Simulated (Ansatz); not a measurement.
A nudged elastic band was laid between two geometries of CH$_{6}$OSn (9 atoms, charge 0, multiplicity 1).

Method: RHF/def2-SVP (Ansatz).

```json
{
  "movable images": "5",
  "climbing image": "yes",
  "spring": "5.0 eV/Å²",
  "optimiser": "quadratic models (default)",
  "start path": "through a guess of the saddle point",
  "force threshold": "0.05 eV/Å",
  "iteration limit": "60",
  "end points": "relaxed"
}
```

First end point:

```xyz
9
Properties=species:S:1:pos:R:3
Sn 0.152 -0.179 0.366
H -0.442 -0.351 1.965
C 2.279 0.082 0.283
H 2.794 -0.766 0.736
H 2.599 0.175 -0.755
H 2.559 0.990 0.817
O -0.574 1.499 -0.381
H -1.508 1.575 -0.493
H -0.408 -1.477 -0.605
```

Last end point:

```xyz
9
Properties=species:S:1:pos:R:3
Sn -2.438 -0.295 -0.105
H 2.650 -0.136 2.128
C 2.724 0.293 1.128
H 3.281 -0.388 0.485
H 1.726 0.452 0.722
H 3.253 1.245 1.186
O -0.724 0.629 -0.479
H -0.358 0.616 -1.351
H -2.663 -0.869 -1.781
```

(1) Which bonds break or form, and what moves?

(2) What energy profile does the band end with?

(3) What is the geometry of the highest image?

## Answers

(1) Bonds broken: Sn1–H2, Sn1–C3. Bonds formed: H2–C3. CH6OSn becomes CH4 + H2OSn.

(2) The forces met the threshold. The highest image is number 2 of 0 to 6, 3.40 eV above the first end and 3.67 eV above the last; the last end lies 0.26 eV below the first. Neighbouring images differ by up to 3.6 eV, so the band resolves the path poorly. A vibrational analysis at the climbing image gives one clearly imaginary mode, 1576i cm⁻¹: a first-order saddle point. The orbitals stay closed-shell, which can raise the energy where a bond breaks towards radicals; this wasn't checked here.

```json
{"image": "0", "path coordinate (Å)": "0.00", "energy (eV)": "0.00", "Sn1–H2 (Å)": "1.71", "Sn1–C3 (Å)": "2.14", "H2–C3 (Å)": "3.23"}
{"image": "1", "path coordinate (Å)": "1.50", "energy (eV)": "0.03", "Sn1–H2 (Å)": "1.70", "Sn1–C3 (Å)": "2.16", "H2–C3 (Å)": "3.20"}
{"image": "2", "path coordinate (Å)": "2.99", "energy (eV)": "3.40", "Sn1–H2 (Å)": "1.69", "Sn1–C3 (Å)": "2.47", "H2–C3 (Å)": "1.80"}
{"image": "3", "path coordinate (Å)": "4.34", "energy (eV)": "-0.19", "Sn1–H2 (Å)": "2.84", "Sn1–C3 (Å)": "3.48", "H2–C3 (Å)": "1.09"}
{"image": "4", "path coordinate (Å)": "5.68", "energy (eV)": "-0.25", "Sn1–H2 (Å)": "4.15", "Sn1–C3 (Å)": "4.21", "H2–C3 (Å)": "1.09"}
{"image": "5", "path coordinate (Å)": "7.02", "energy (eV)": "-0.26", "Sn1–H2 (Å)": "5.01", "Sn1–C3 (Å)": "4.84", "H2–C3 (Å)": "1.09"}
{"image": "6", "path coordinate (Å)": "8.37", "energy (eV)": "-0.26", "Sn1–H2 (Å)": "5.56", "Sn1–C3 (Å)": "5.34", "H2–C3 (Å)": "1.09"}
```

(3) 
```xyz
9
Properties=species:S:1:pos:R:3:forces:R:3
Sn -0.397 -0.184 0.706 0.00 0.00 0.00
H 0.882 0.087 1.783 0.00 0.00 0.00
C 2.048 0.058 0.416 -0.01 0.01 0.00
H 2.420 -0.930 0.149 0.00 0.00 0.00
H 2.038 0.739 -0.435 0.00 -0.01 0.00
H 2.651 0.487 1.214 0.00 0.00 0.00
O -0.958 1.407 -0.323 0.00 0.00 0.00
H -0.751 1.414 -1.245 0.00 0.00 0.00
H -0.481 -1.529 -0.332 0.00 0.00 0.00
```

Time of the run: 3.8 min on 1 thread of Arm Neoverse V1 (shared host), peak memory 0.16 GiB.
